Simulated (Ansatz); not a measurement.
An input meant for the cluster Mn₆⁻ (charge -1, multiplicity 24).

```yaml
crystal:
  periodic: [true, true, true]
  atoms:
    - {symbol: Mn, position_ang: [-2.093571, 0.959025, -0.888659]}
    - {symbol: Mn, position_ang: [-1.164555, -1.526069, -0.581271]}
    - {symbol: Mn, position_ang: [1.356770, -1.373094, 0.545521]}
    - {symbol: Mn, position_ang: [1.950741, 1.204888, 0.913952]}
    - {symbol: Mn, position_ang: [0.460646, 0.415150, -1.089564]}
    - {symbol: Mn, position_ang: [-0.510022, 0.320109, 1.100022]}
basis:
  gaussian: {orbitals: def2-TZVP, nuclear_model: gaussian}
total_charge: -1
magnetization: {spin_polarized: true, initial_magnetization: 23}
hamiltonian: {xc: {name: PBE0}}
scf: {lower_state_search: light}
output: {forces: true}
```

```sh
$ ansatz run in.yaml --threads 4 --pin off --events-out ev --progress --plain --max-ram 4787MiB
```

Output, abridged:

```
Error: YAML parse error: error: line 2 column 3: crystal: missing field `lattice` (a structure is typed as `lattice` and `atoms`, a molecule's as `atoms` in Å alone, or read from a run's directory, `checkpoint`)
 --> <input>:2:3
1 | crystal:
2 |   periodic: [true, true, true]
3 |   atoms:
4 |     - {symbol: Mn, position_ang: [-2.093571, 0.959025, -0.888659]}
```

In this input the species is marked periodic without a cell. The program refused the input.
